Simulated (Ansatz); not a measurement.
`[F][Sn][SH]` and `[NH2][Sn][SH]` differ in one atom or group.

Ansatz, PBE0-D4/def2-TZVP geometries, multiplicity 1. Each molecule was computed in one conformer, which needn't be the lowest.

Elements past krypton have def2 core potentials.

| property | `[F][Sn][SH]` |
| --- | --- |
| zero-point energy (PBE0-D4/def2-TZVP) / kJ/mol | 28.1 |
| HOMO–LUMO gap (PBE/def2-TZVPP) / eV | 3.22 |
| LUMO energy (PBE0/def2-TZVPP) / eV | -2.62 |
| size of the dipole moment (B3LYP/def2-TZVPP) / D | 2.35 |
| HOMO–LUMO gap (PBE0/def2-TZVPP) / eV | 4.93 |
| LUMO energy (PBE/def2-TZVPP) / eV | -3.26 |

(1) What does the change do to each property? (Best estimate.)

Results:

(1) The calculation gave: 
| property | `[NH2][Sn][SH]` | shift |
| --- | --- | --- |
| zero-point energy (PBE0-D4/def2-TZVP) / kJ/mol | 89.3 | 61.2 |
| HOMO–LUMO gap (PBE/def2-TZVPP) / eV | 3.32 | 0.10 |
| LUMO energy (PBE0/def2-TZVPP) / eV | -1.81 | 0.81 |
| size of the dipole moment (B3LYP/def2-TZVPP) / D | 1.96 | -0.39 |
| HOMO–LUMO gap (PBE0/def2-TZVPP) / eV | 5.10 | 0.17 |
| LUMO energy (PBE/def2-TZVPP) / eV | -2.45 | 0.81 |

With PBE0 the HOMO rises by 0.63 eV and the LUMO rises by 0.81 eV, so the gap widens by about 0.18 eV. PBE moves the HOMO by 0.71 eV and ωB97M-V by 0.62 eV. The zero-point energy changes by 61.2 kJ/mol with +6 modes. Dipoles are sizes alone; their direction can turn.

B3LYP here is the variant with VWN-RPA as its local correlation; programs differ in this.
